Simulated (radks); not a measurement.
Problem. All-electron atom: Cl- in [Ar]. Calculated with a radial shooting solver on a logarithmic mesh with Libxc functionals: non-relativistic Kohn-Sham, r2SCAN, spin-polarised, spherical densities, point nucleus; meta-GGA in the generalised Kohn-Sham scheme; Watson sphere of charge +1.16 and radius 3.92 bohr. Some entries of the table are withheld. Estimate them.

orbital  occ.  eigenvalue (hartree)  <1/r> (bohr^-1)
1s          2                   (1)            16.55
2s          2              -9.31201            3.300
2p          6              -7.05000            3.200
3s          2              -0.71536           0.8662
3p          6                   (2)              (3)

Solution. 
(1) 1s eigenvalue (hartree): -101.1332
(2) 3p eigenvalue (hartree): -0.27637
(3) 3p <1/r> (bohr^-1): 0.6925
